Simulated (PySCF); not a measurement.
# Computed properties of NbSF₂Cl, SMILES [F][Nb]([F])(=[S])[Cl], multiplicity 1

NbSF2Cl, SMILES [S]=[Nb]([F])([Cl])[F], multiplicity 1. Geometry optimised at B3LYP-D3(BJ)/def2-SVP. The multiplicity is an assumed one; other spin states were not compared. The def2 effective core potentials stand for the cores of Nb; spin–orbit coupling is left out. The values are those of a single conformer. All values are computed for the isolated molecule unless a solvent is named; none is compared with measurement here.

**Structure.** The optimised structure has Cs symmetry. All 9 harmonic modes at B3LYP-D3(BJ)/def2-SVP (PySCF) are real, so it is a minimum. With heavy atoms numbered as in [Nb:1](=[S:2])([F:3])([F:4])[Cl:5], the shortest bond between them is Nb1–F4 at 1.858 Å and the longest Nb1–Cl5 at 2.292 Å.

**Vibrations.** The strongest infrared lines (harmonic, unscaled, degenerate partners summed) lie at 730 cm⁻¹ (131 km/mol, F 76 %, Nb 24 %), 709 cm⁻¹ (129 km/mol, F 86 %, Nb 14 %), 424 cm⁻¹ (62 km/mol, Cl 68 %, Nb 27 %). The softest mode is at 133 cm⁻¹ and the zero-point energy is 4.7 kcal/mol.

**Electronic structure.** HF/def2-TZVP (PySCF) places the frontier levels at -11.14 and 0.23 eV, a gap of 11.37 eV, and gives a dipole moment of 0.89 D and a mean polarisability of 63.5 bohr³. PBE/def2-TZVP (PySCF) at the same geometry gives -7.35 and -3.84 eV, so its gap is 7.86 eV narrower. An orbital gap is neither the optical nor the fundamental gap.

**Excitations.** TDA-M06-2X/def2-SVPD (PySCF) has S1 at 3.54 eV (350 nm, f = 0.000, dark); the most intense of the 10 singlets computed lies at 4.45 eV (f = 0.02). T1 (TDA) is at 3.07 eV, 0.47 eV under S1. TDA-PBE/def2-SVPD (PySCF) puts S1 at 3.51 eV. No vertical singlet excitation falls in the visible range (under 3.1 eV).
